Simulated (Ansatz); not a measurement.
One change: `CC(C)[O][Cd][O]C(C)C` becomes `CC(C)[O][Mg][O]C(C)C`.

Ansatz, PBE0-D4/def2-TZVP geometries, multiplicity 1. Each molecule was computed in one conformer, which needn't be the lowest.

Elements past krypton have def2 core potentials.

```
                               property  `CC(C)[O][Cd][O]C(C)C`
   HOMO–LUMO gap (PBE0/def2-TZVPP) / eV                    6.14
HOMO–LUMO gap (ωB97M-V/def2-TZVPP) / eV                   10.28
      LUMO energy (PBE/def2-TZVPP) / eV                   -1.92
     LUMO energy (PBE0/def2-TZVPP) / eV                   -1.03
  HOMO–LUMO gap (B3LYP/def2-TZVPP) / eV                    5.61
     HOMO energy (PBE0/def2-TZVPP) / eV                   -7.17
```

Task: Give the same properties after the change, and the shifts. (Estimate.)

Result: Ansatz gave: 
```csv
property,`CC(C)[O][Mg][O]C(C)C`,shift
HOMO–LUMO gap (PBE0/def2-TZVPP) / eV,6.07,-0.07
HOMO–LUMO gap (ωB97M-V/def2-TZVPP) / eV,9.73,-0.55
LUMO energy (PBE/def2-TZVPP) / eV,-1.76,0.16
LUMO energy (PBE0/def2-TZVPP) / eV,-1.00,0.03
HOMO–LUMO gap (B3LYP/def2-TZVPP) / eV,5.57,-0.04
HOMO energy (PBE0/def2-TZVPP) / eV,-7.07,0.10
```

B3LYP here is the variant with VWN-RPA as its local correlation; programs differ in this.
